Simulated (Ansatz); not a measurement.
## C2H7Sb: structure from calculated spectroscopic constants

These gas-phase data were calculated for one isomer of C2H7Sb at B3LYP-D3(BJ)/def2-SVP (harmonic, unscaled wavenumbers; equilibrium rotational constants with average atomic masses):

- rotational constants: 22.34, 2.74, 2.596 GHz
- all wavenumbers above 1500 cm⁻¹: 3120, 3096, 3091, 3049, 3016, 1909, 1903

Candidates:

(1) `C[CH2][SbH2]`, a singlet
(2) `[CH3][SbH][CH3]`, a singlet

Which candidate do the data belong to?

Candidate (1). 5 modes lie between 2750 and 3290 cm⁻¹, one for each C–H bond, while (2) has 6.

The same quantities for all candidates:

```tsv
	rotational constants (GHz)	wavenumbers above 1500 cm⁻¹	E above the lowest, B3LYP-D3(BJ)/def2-SVP (kcal/mol)
(1)	22.34, 2.74, 2.596	3120, 3096, 3091, 3049, 3016, 1909, 1903	3.3
(2)	7.667, 5.533, 3.489	3161, 3161, 3151, 3151, 3046, 3045, 1894	0.0
```

Harmonic stretches to hydrogen usually lie a few per cent above observed fundamentals. Each candidate is one conformer. Atoms past krypton carry core potentials. Programs: Ansatz 0.2.0.
